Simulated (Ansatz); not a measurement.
`[OH][Sn][N]([SiH3])[SiH3]` + HBr → `[OH][Sn][Br]` + `[SiH3]N[SiH3]` at 298.15 K and 1 bar (ligand exchange at the Sn–N bond).

Computed with Ansatz on PBE0-D4/def2-TZVP structures; ΔE is electronic, products minus reactants. CCSD(T)/CBS is the MP2 limit (def2-TZVPP, def2-QZVPP) plus CCSD(T) − MP2 in def2-TZVPP, frozen cores. This one scheme is used for every species. def2 core potentials past Kr. For Br, Sn outer-core shells are correlated without core-valence functions, which leaves a few kJ/mol of doubt a bond. Scalar relativity is left out up to krypton. Each species was taken in one conformer, which may not be the lowest.

```tsv
species	CCSD(T)/CBS energy (Eh)	H − E (kJ/mol)	S (J/(mol·K))
`[OH][Sn][N]([SiH3])[SiH3]`	-926.36330	209.1	410.9
HBr	-2573.91920	24.6	198.6
`[OH][Sn][Br]`	-2863.20849	50.2	316.3
`[SiH3]N[SiH3]`	-637.10515	192.6	335.6
```

H − E and S are ideal-gas, rigid-rotor, harmonic terms from PBE0-D4/def2-TZVP, for one conformer and one mirror image of each species. 1 Eh = 2625.50 kJ/mol, R = 8.31446 J/(mol·K).

**Question.** By hand: ΔE, ΔH, ΔS and ΔG.

**Answer.** ΔE = (-2863.20849) + (-637.10515) − (-926.36330) − (-2573.91920) = -0.03114 Eh = -81.8 kJ/mol. Δ(H − E) = 50.2 + 192.6 − 209.1 − 24.6 = 9.1, so ΔH = -72.7 kJ/mol. ΔS = 316.3 + 335.6 − 410.9 − 198.6 = 42.4 J/(mol·K). ΔG = -72.7 − 298.15 × (42.4)/1000 = -85.3 kJ/mol.

**Question.** By hand: the equilibrium constant, and the temperature at which ΔG would vanish if ΔH and ΔS stayed fixed.

**Answer.** log₁₀ K = −ΔG/(RT ln 10) = 14.9. ΔH and −TΔS have one sign here, so there is no such temperature.

ΔH outweighs TΔS. A doubt of 5 kJ/mol in ΔE shifts log₁₀ K by 0.9 here. Other conformers and mirror images would add mixing entropy, several J/(mol·K) or more a flexible species. Modes under 60 cm⁻¹, often nearly free rotors, make the harmonic entropy too high. These are equilibria of isolated gas molecules and say nothing of rates. Largest T1 diagnostic: 0.016 (customary marks: 0.02 for closed shells, 0.045 for open ones).
